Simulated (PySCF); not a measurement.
## Diatomic anions of K with the halogens

r²SCAN with double-zeta basis sets in PySCF, for the lowest determinant that a PBE0 search found; no spin–orbit coupling. De refers to high-spin ground-configuration atoms (the charge goes to the atom of lower measured ionisation energy or higher electron affinity, which is not always the lowest computed limit). A positive dipole points towards K; it is taken about the centre of mass and depends on that origin.

```json
{"M": "F", "basis": "def2-SVPD", "charged atom": "F−", "state (unpaired electrons)": "doublet (σ ↑)", "Re (Å)": "2.315", "ωe (cm⁻¹)": "344", "De (eV)": "2.04", "μ (D)": "-3.04"}
{"M": "Cl", "basis": "def2-SVPD", "charged atom": "Cl−", "state (unpaired electrons)": "doublet (σ ↑)", "Re (Å)": "2.859", "ωe (cm⁻¹)": "212", "De (eV)": "1.35", "μ (D)": "-3.07"}
{"M": "I", "basis": "def2-SVPD", "charged atom": "I−", "state (unpaired electrons)": "doublet (σ ↑)", "Re (Å)": "3.294", "ωe (cm⁻¹)": "128", "De (eV)": "0.99", "μ (D)": "-6.50"}
```

The shortest bond is that of KF⁻ (2.315 Å), the longest that of KI⁻ (3.294 Å). KF⁻ is bound most strongly (2.04 eV) and KI⁻ least (0.99 eV).

Down a group the atoms grow and get heavier, so bonds lengthen and wavenumbers fall; this series shows no clear exception.

Spin–orbit coupling is left out. For an ion De counts to the pair picked by the measured ionisation energies or electron affinities, which need not be the lowest pair at this level. The highest Kohn–Sham level is positive in some of these anions. Much of that is self-interaction error, but it also means that the finite basis helps to hold the extra electron. States were picked by a PBE0 search and need not be the measured ground states.
